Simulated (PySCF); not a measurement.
Gas-phase reaction: 3 GaI + 2 H ⇌ 2 GaH + GaI₃

Method: PySCF energies plus ideal-gas RRHO corrections (1 bar). † marks an energy on the PBE0/def2-TZVP geometry and frequencies; other levels use their own. MP2 freezes the core. Open shells (unrestricted): H (multiplicity 2); the rest are closed-shell singlets. I: scalar-relativistic def2 core potential, no spin-orbit coupling. Ga: all electrons, no relativistic terms. GaH: computed as isolated molecules; such fragments, hydroxides, amides, oligomers or adducts are transient or little studied in the gas. MP2 isn't extrapolated to the basis-set limit.

```json
[
 {"level": "HF/def2-TZVP†", "ΔH°(298 K), kJ": "-170"},
 {"level": "MP2/def2-SVP†", "ΔH°(298 K), kJ": "(withheld)"},
 {"level": "MP2/def2-TZVPP†", "ΔH°(298 K), kJ": "(withheld)"},
 {"level": "PBE/def2-TZVP†", "ΔH°(298 K), kJ": "-222"},
 {"level": "PBE0/def2-QZVP†", "ΔH°(298 K), kJ": "(withheld)"},
 {"level": "PBE0/def2-SVP†", "ΔH°(298 K), kJ": "-238"},
 {"level": "PBE0/def2-TZVP", "ΔH°(298 K), kJ": "-243"},
 {"level": "r2SCAN/def2-TZVP†", "ΔH°(298 K), kJ": "-259"},
 {"level": "LDA/def2-TZVP†", "ΔH°(298 K), kJ": "-289"},
 {"level": "ωB97M-V/def2-TZVP†", "ΔH°(298 K), kJ": "-266"},
 {"level": "ωB97X-V/def2-TZVP†", "ΔH°(298 K), kJ": "(withheld)"}
]
```

Question: Some entries are withheld; supply them.

Answer: 
- MP2/def2-SVP†, ΔH°(298 K), kJ: -250
- MP2/def2-TZVPP†, ΔH°(298 K), kJ: -269
- PBE0/def2-QZVP†, ΔH°(298 K), kJ: -244
- ωB97X-V/def2-TZVP†, ΔH°(298 K), kJ: -283
